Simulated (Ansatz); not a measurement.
`O[CH2][InH][I]`, relaxed with RKS PBE0-D4/def2-TZVP in Ansatz 0.2.0 from a GFN2-xTB geometry. The force threshold is 0.005 eV/Å; the program also tests the step.

Total charge 0; spin multiplicity 1. In, I takes the def2 core potential.

Start:

```xyz
8

O    -0.009    1.652    0.167
C    -0.864    0.554    0.247
In    0.473   -1.326    0.174
I     2.557   -0.859   -1.500
H     0.292    1.763   -0.745
H    -1.599    0.528   -0.565
H    -1.366    0.586    1.215
H     0.514   -2.898    1.007
```

```json
{"step": "1", "energy (eV)": "-16423.0925", "largest force (eV/Å)": "0.885", "largest move (Å)": "0.000"}
{"step": "2", "energy (eV)": "-16423.1304", "largest force (eV/Å)": "0.573", "largest move (Å)": "0.194"}
{"step": "3", "energy (eV)": "-16423.2170", "largest force (eV/Å)": "0.201", "largest move (Å)": "0.097"}
{"step": "4", "energy (eV)": "-16423.2262", "largest force (eV/Å)": "0.167", "largest move (Å)": "0.060"}
{"step": "5", "energy (eV)": "-16423.2346", "largest force (eV/Å)": "0.424", "largest move (Å)": "0.118"}
{"step": "6", "energy (eV)": "-16423.2395", "largest force (eV/Å)": "0.208", "largest move (Å)": "0.047"}
{"step": "7", "energy (eV)": "-16423.2419", "largest force (eV/Å)": "0.090", "largest move (Å)": "0.035"}
{"step": "8", "energy (eV)": "-16423.2422", "largest force (eV/Å)": "0.053", "largest move (Å)": "0.062"}
{"step": "9", "energy (eV)": "-16423.2429", "largest force (eV/Å)": "0.047", "largest move (Å)": "0.023"}
{"step": "10", "energy (eV)": "-16423.2431", "largest force (eV/Å)": "0.015", "largest move (Å)": "0.016"}
{"step": "11", "energy (eV)": "-16423.2431", "largest force (eV/Å)": "0.018", "largest move (Å)": "0.016"}
{"step": "12", "energy (eV)": "-16423.2431", "largest force (eV/Å)": "0.007", "largest move (Å)": "0.005"}
{"step": "13", "energy (eV)": "-16423.2431", "largest force (eV/Å)": "0.003", "largest move (Å)": "0.003"}
```

End:

```xyz
8

O    -0.066    1.674    0.004
C    -0.836    0.530    0.248
In    0.381   -1.273    0.258
I     2.412   -0.604   -1.410
H     0.557    1.495   -0.711
H    -1.632    0.389   -0.495
H    -1.311    0.649    1.224
H     0.496   -2.860    0.883
```

Run time 29 s (4 threads of a server CPU on a shared host); peak host memory 0.56 GiB.
